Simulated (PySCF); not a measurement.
CdI2, SMILES [I][Cd][I].

Geometry optimised at r2SCAN-D4/def2-SVP. The isomer is the one that the SMILES or the coordinates give; other isomers of the formula were not compared. The def2 effective core potentials stand for the cores of Cd, I; spin–orbit coupling is left out.

Method: TDA-ωB97X/def2-SVPD (PySCF).

Vertical excitations; the highest root listed may be one member of a degenerate set.  State labels are in the subgroup D2h.

Computed UV-visible absorptions:
```json
[
 {"state": "S1", "symmetry": "B2g", "energy (eV)": "4.56", "λ (nm)": "272", "f": "0.000", "main pairs": "HOMO−1→LUMO (degenerate set)"},
 {"state": "S2", "symmetry": "B3g", "energy (eV)": "4.56", "λ (nm)": "272", "f": "0.000", "main pairs": "HOMO→LUMO (degenerate set)"},
 {"state": "S3", "symmetry": "B3u", "energy (eV)": "4.91", "λ (nm)": "252", "f": "0.035", "main pairs": "HOMO−2→LUMO (degenerate set)"},
 {"state": "S4", "symmetry": "B2u", "energy (eV)": "4.91", "λ (nm)": "252", "f": "0.035", "main pairs": "HOMO−3→LUMO (degenerate set)"},
 {"state": "S5", "symmetry": "B1u", "energy (eV)": "5.87", "λ (nm)": "211", "f": "0.119", "main pairs": "HOMO−4→LUMO 53 %, HOMO−1→LUMO+2 22 %, HOMO→LUMO+1 22 %"},
 {"state": "S6", "symmetry": "Au", "energy (eV)": "6.05", "λ (nm)": "205", "f": "0.000", "main pairs": "HOMO−1→LUMO+1 48 %, HOMO→LUMO+2 48 %"},
 {"state": "S7", "symmetry": "Au", "energy (eV)": "6.05", "λ (nm)": "205", "f": "0.000", "main pairs": "HOMO→LUMO+2, HOMO−1→LUMO+1 (degenerate set)"},
 {"state": "S8", "symmetry": "B1u", "energy (eV)": "6.05", "λ (nm)": "205", "f": "0.000", "main pairs": "HOMO→LUMO+1, HOMO−1→LUMO+2 (degenerate set)"},
 {"state": "S9", "symmetry": "B1g", "energy (eV)": "6.35", "λ (nm)": "195", "f": "0.000", "main pairs": "HOMO−2→LUMO+1 48 %, HOMO−3→LUMO+2 48 %"},
 {"state": "S10", "symmetry": "B1g", "energy (eV)": "6.38", "λ (nm)": "194", "f": "0.000", "main pairs": "HOMO−3→LUMO+2 48 %, HOMO−2→LUMO+1 48 %"},
 {"state": "T1", "symmetry": "B2g", "energy (eV)": "4.23", "λ (nm)": "293", "f": "0", "main pairs": "HOMO−1→LUMO (degenerate set)"},
 {"state": "T2", "symmetry": "B3g", "energy (eV)": "4.23", "λ (nm)": "293", "f": "0", "main pairs": "HOMO→LUMO (degenerate set)"},
 {"state": "T3", "symmetry": "B3u", "energy (eV)": "4.56", "λ (nm)": "272", "f": "0", "main pairs": "HOMO−2→LUMO (degenerate set)"},
 {"state": "T4", "symmetry": "B2u", "energy (eV)": "4.56", "λ (nm)": "272", "f": "0", "main pairs": "HOMO−3→LUMO (degenerate set)"}
]
```
Triplets are in the Tamm–Dancoff approximation.
